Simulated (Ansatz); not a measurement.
Born–Oppenheimer molecular dynamics of BH$_{4}$ISi (7 atoms, charge 0, multiplicity 1). It starts from a relaxed structure.

Theory: RKS PBE-D4/def2-SVP in Ansatz.

* ensemble: NVT, Nosé–Hoover chain
* time step: 0.5 fs
* steps asked: 150
* set temperature: 200 K
* thermostat: time constant 50 fs, chain length 5
* seed: 28365

First frame:

```xyz
7
Properties=species:S:1:pos:R:3
Si -0.706 0.492 -0.214
B 0.855 -0.538 0.548
I 2.024 -1.744 -0.758
H -1.665 -0.458 -0.886
H -0.207 1.451 -1.266
H -1.462 1.278 0.825
H 1.221 -0.548 1.704
```

**Question.** What does the run give?

**Answer.** All steps were run.

* steps done: 150
* time covered: 75 fs
* mean temperature over the second half: 163 K
* spread of the potential energy over the second half: 3.7 meV per atom
* mean potential energy of the second half above the start: 10.7 meV per atom

The conserved energy stayed within 0.16 meV per atom of its start (net change 0.13 meV per atom), so the integration is sound. The mean temperature of the second half is 18 % below the set value. A run of 0.075 ps of so small a system gives no equilibrium averages.

**Question.** What happens to the structure?

**Answer.** The same pairs are bonded in the first frame and the last. Pairs count as bonded within 1.25 times the sum of covalent radii (0.12 Å more for H–H). Another seed would give other details.

**Question.** How do temperature and energy run in time?

**Answer.** 
```
time (fs)  T (K)  potential energy less start (eV)  conserved less start (meV/atom)
      0.0    200                             0.000                             0.00
      6.0    143                             0.037                             0.02
     12.0     97                             0.068                             0.05
     18.0    143                             0.041                             0.04
     24.0    130                             0.053                             0.05
     30.0    134                             0.054                             0.06
     36.0    122                             0.069                             0.10
     42.0     91                             0.097                             0.12
     48.0    118                             0.088                             0.09
     54.0    169                             0.066                             0.09
     60.0    108                             0.116                             0.11
     66.0    143                             0.105                             0.10
     72.0    243                             0.056                             0.08
```

Run time: 5.4 min on 1 thread of Arm Neoverse V1, on a shared host, peak memory 0.14 GiB.
